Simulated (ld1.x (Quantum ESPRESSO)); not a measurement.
**Ag (Z = 47), TM: configuration errors across variants**

ld1.x (Quantum ESPRESSO) 7.5 input, shortened:

```
&input
   title='Ag', zed=47., rel=1, dft='PW91', iswitch=3,
   config='[Kr] 4d10 5s0 5p1'
 /
 &inputp
   pseudotype=2, tm=.true., lloc=0,
   nlcc=.false.
 /
3
5P  2  1   1.00   0.00  3.00  3.00  0.0
4D  3  2  10.00   0.00  1.20  1.20  0.0
5S  1  0   0.00   0.00  2.10  2.10  0.0
 &test
   configts(1)='4d10 5s0 5p1'
 /
```

All-electron excitation energies from the reference (eV): (1) 4d10 5s1 5p0 -3.904; (2) 4d10 5s0 5p0 3.922; (3) 4d9 5s0 5p0 26.115; (4) 4d7 5s0 5p0 114.191; (5) 4d9 5s2 5p0 0.168; (6) 4d9 5s1 5p1 4.695; (7) 4d8 5s0 5p0 62.391.

Tests that are not counted but printed errors over 1 eV. “wave 4d (bound): rc 1.20 bohr becomes 4d (bound): rc 0.76 bohr”: 4d7 5s0 5p0 (solver errors, printed error -1.5 eV).

4 further variants failed, have other tests or another functional or relativity, and are left out.

A true bound ghost makes a file unfit for plane-wave use even where its test errors are small: the radial tests pick states by their node count and pass the ghost by.

Errors AE − PS in meV (a dash: test not solved or not reliable):

```tsv
change	(1)	(2)	(3)	(4)	(5)	(6)	(7)	bound ghosts
base	+1.9	+1.2	-89	-1509	-146	-149	-551	none
wave 5s (bound): rc 2.10 bohr becomes 5s (bound): rc 2.44 bohr	+1.9	+1.2	-89	-1517	-145	-148	-553	none
core correction a·sin(br)/r model core inside 0.62 bohr	-2.6	-4.1	-136	-2016	-178	-172	-743	none
wave 5p (bound): rc 3.00 bohr becomes 5p (bound): rc 3.78 bohr	+4.6	+0.1	-106	-1569	-152	-145	-588	none
wave 4d (bound): rc 1.20 bohr becomes 4d (bound): rc 0.76 bohr	+1.8	–	-81	–	-144	-145	-540	none
all radii scaled by about 0.97 (s 2.04, p 2.90, d 1.16 bohr)	+2.0	+1.2	-87	-1502	-142	-147	-546	none
local potential all-electron potential smoothed inside 1.35 bohr (lloc = -1)	+2.1	+1.3	+9.7	-394	-73	-70	-87	s, p
```

**Question.** Give the same row for: wave 5s (bound): rc 2.10 bohr becomes 5s (bound): rc 2.24 bohr.

**Answer.** +1.7, +1.2, -89, -1513, -151, -152, -553; bound ghosts: none.
